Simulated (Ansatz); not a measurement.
Input for Ansatz (a quantum-chemistry and plane-wave program): R-PBE/def2-TZVPP on C3H7B (SMILES BCC=C), a point of a torsion scan.

Ansatz 0.2 input:
```yaml
crystal:
  periodic: [false, false, false]
  atoms:
    - {symbol: B, position_ang: [-1.45883586, 0.92477974, 0.65151039]}
    - {symbol: C, position_ang: [-0.67370175, 0.07468739, -0.41158758]}
    - {symbol: C, position_ang: [0.48909654, -0.70870938, 0.10529411]}
    - {symbol: C, position_ang: [0.59955744, -2.02205614, 0.02994364]}
    - {symbol: H, position_ang: [-1.00110710, 1.14822609, 1.70339675]}
    - {symbol: H, position_ang: [-2.50325775, 1.36604782, 0.36548192]}
    - {symbol: H, position_ang: [-0.29907828, 0.81001121, -1.13715228]}
    - {symbol: H, position_ang: [-1.33714321, -0.58181417, -0.98023799]}
    - {symbol: H, position_ang: [1.26607784, -0.12605961, 0.58347324]}
    - {symbol: H, position_ang: [-0.15937246, -2.62920764, -0.43748499]}
    - {symbol: H, position_ang: [1.44751037, -2.55032589, 0.43181766]}
basis:
  gaussian:
    orbitals: def2-TZVPP
hamiltonian:
  xc: {name: PBE}
scf: {lower_state_search: off}
```

The head of its log:

```
WARN ansatz: RAYON_NUM_THREADS=1 ignored (pool sized by the plan → 1); use --threads N
Functional definition: PBE
these checks for a lower state are left out or cut short: stability, starts, cluster_reference, orbital_swaps, neighbouring_geometries, increment
integrals: 0.11 GiB planned
1122 factors; their error is unknown
mean field: 0.96 GiB planned
mean field evaluation 1: about -3882.8604 eV, gradient 7.1e1 eV
mean field evaluation 2: about -3861.7690 eV, gradient 1.1e2 eV
```

Task: What total energy does the run end on?

Result: -143.1604 hartree.
